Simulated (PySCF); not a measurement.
GeOF, SMILES [O]=[Ge][F], multiplicity 2.

Geometry optimised at B3LYP-D3(BJ)/def2-TZVP.

Two levels are set side by side: PBE/def2-TZVPD (PySCF) and CAM-B3LYP/def2-TZVPD (PySCF). Same geometry, gas phase. Differences are taken from unrounded values.

```tsv
quantity	CAM-B3LYP
α-spin orbital gap (eV)	8.71
β-spin orbital gap (eV)	6.30
dipole moment (D)	2.43
mean polarisability (bohr³)	38.9
```

Problem. What does PBE give, and how far is it from CAM-B3LYP? (Estimate from the structure and the level; the computed values follow.)

Solution. 
| quantity | PBE | PBE minus CAM-B3LYP |
|---|---|---|
| α-spin orbital gap (eV) | 4.15 | -4.56 |
| β-spin orbital gap (eV) | 1.35 | -4.95 |
| dipole moment (D) | 2.51 | 0.07 |
| mean polarisability (bohr³) | 37.5 | -1.3 |

Rough cost on one machine, each run with all the roots and properties that it gave: CAM-B3LYP against PBE within a factor of 2.
